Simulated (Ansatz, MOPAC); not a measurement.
Molecule: B$_{2}$F$_{3}$ (charge +1, singlet). SMILES of the parent species: FB([B]F)F

Atoms: F1, B2, B3, F4, F5. Bonds: F1-B2, B2-B3, B3-F4, B3-F5.

Bond lengths (Å) and angles (degrees) optimised at AM1 with MOPAC; HF/3-21G with Ansatz (a program for electronic structure); HF/6-31G* with Ansatz; PBE/6-31G* with Ansatz, each started from the B3LYP-D3(BJ)/def2-TZVP structure (Ansatz) of the last column. A row stands for all coordinates that are equal there. 6-31G* holds six Cartesian d functions. No wavenumbers were computed at PBE/6-31G*, so these may be saddle points.

| coordinate | AM1 | HF/3-21G | HF/6-31G* | PBE/6-31G* | B3LYP-D3(BJ)/def2-TZVP |
|---|---|---|---|---|---|
| F1-B2 | 1.249 | 1.256 | 1.212 | 1.237 | 1.219 |
| B2-B3 | 1.692 | 1.747 | 1.787 | 1.760 | 1.765 |
| B3-F4 | 1.287 | 1.309 | 1.272 | 1.299 | 1.286 |
| F1-B2-B3 | 180.0 | 180.0 | 180.0 | 180.0 | 180.0 |
| B2-B3-F4 | 116.8 | 116.9 | 115.6 | 115.6 | 115.7 |
| F4-B3-F5 | 126.3 | 126.3 | 128.8 | 128.7 | 128.7 |

Mean signed difference of all 4 bond lengths from B3LYP-D3(BJ)/def2-TZVP: AM1 -0.010 Å, HF/3-21G 0.016 Å, HF/6-31G* -0.003 Å, PBE/6-31G* 0.010 Å.
